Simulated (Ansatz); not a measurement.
Computed with Ansatz on PBE0-D4/def2-TZVP structures; ΔE is electronic, products minus reactants. CCSD(T)/CBS adds triple-zeta CCSD(T) − MP2 to the extrapolated MP2 energy (def2 sets, frozen cores). DFT in def2-TZVPP. B3LYP here is the variant with VWN-RPA as its local correlation; programs differ in this. def2 core potentials past Kr. For Sn outer-core shells are correlated without core-valence functions, which leaves a few kJ/mol of doubt a bond. One conformer a species, not always the lowest.

Reaction (redistribution): `[OH][SnH]([Cl])[CH2]F` + `BO[SiH2]F` → `[OH][SnH]([Cl])[SiH2]F` + `BOCF`

CCSD(T)/CBS gives +26.6 kcal/mol.

Question: Another level gave +21.8 kcal/mol. Which?
A. B3LYP-D4/def2-TZVPP
B. PBE0/def2-TZVPP
C. CCSD(T)/def2-TZVPP
D. SCS-MP2/def2-TZVPP

Answer: B. PBE0 21.8, CCSD(T)/def2-TZVPP 26.2, B3LYP-D4 24.3, SCS-MP2/def2-TZVPP 27.8 kcal/mol.

Largest T1 diagnostic among the species: 0.013.

From PBE to PBE0 (25 % exact exchange), in def2-TZVPP and without D4, ΔE moves by +1.5 kcal/mol.

CCSD(T)/CBS has its own doubt, a few kJ/mol and more with outer-core shells, so smaller differences from it don't rank the levels.
